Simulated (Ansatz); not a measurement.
Geometry optimisation, UKS PBE0-D4/def2-SVP (Ansatz).

The input (input.yaml):

```yaml
crystal:
  periodic: [false, false, false]
  atoms:
    - { symbol: B, position_ang: [0.165105, -0.185618, 0.751133] }
    - { symbol: F, position_ang: [0.350581, -1.514159, 0.74527] }
    - { symbol: H, position_ang: [0.994241, 0.516427, 0.199507] }
    - { symbol: Cl, position_ang: [-1.69578, 0.271026, 0.189471] }
    - { symbol: O, position_ang: [-0.265773, 0.410857, 2.071546] }
    - { symbol: H, position_ang: [-0.643074, -0.299631, 2.625172] }
magnetization:
  spin_polarized: true
  initial_magnetization: 1
basis:
  gaussian: { orbitals: def2-SVP }
hamiltonian:
  xc: pbe0
  dispersion: d4
relax:
  f_tol: 0.03
  max_steps: 50
```

Run as:

```bash
$ ansatz run input.yaml --threads 2 --pin off --max-ram 3072MiB --backend cpu --events-out ev --progress --plain --runs-dir out
```

Question: Where does it end, and by what steps?

Answer: The run converged. After 15 steps the energy has fallen by 0.160 eV; Cl4 moved furthest, 0.60 Å. Parted: B1–Cl4 (2.00 → 2.91 Å).

| step | energy less start (eV) | largest force component (eV/Å) | accepted |
| --- | --- | --- | --- |
| 0 | 0.0000 | 0.916 | yes |
| 1 | -0.0405 | 0.594 | yes |
| 2 | -0.0603 | 0.362 | yes |
| 3 | -0.0607 | 0.669 | yes |
| 4 | -0.0828 | 0.271 | yes |
| 5 | -0.0913 | 0.132 | yes |
| 6 | -0.1120 | 0.585 | yes |
| 7 | -0.1194 | 0.293 | yes |
| 8 | -0.1225 | 0.291 | yes |
| 9 | -0.1388 | 0.213 | yes |
| 10 | -0.1441 | 0.175 | yes |
| 11 | -0.1477 | 0.461 | yes |
| 12 | -0.1576 | 0.099 | yes |
| 13 | -0.1593 | 0.100 | yes |
| 14 | -0.1595 | 0.085 | yes |
| 15 | -0.1598 | 0.029 | yes |

```xyz
6
Properties=species:S:1:pos:R:3
B 0.483 -0.235 0.933
F 0.567 -1.555 0.869
H 1.110 0.459 0.181
Cl -2.244 0.500 0.235
O -0.276 0.339 1.906
H -0.734 -0.309 2.458
```

Whether the end is a true minimum wasn't checked by a vibrational analysis.

Run time: 41 s on 2 threads of Arm Neoverse V1 (shared host), peak memory 0.18 GiB.
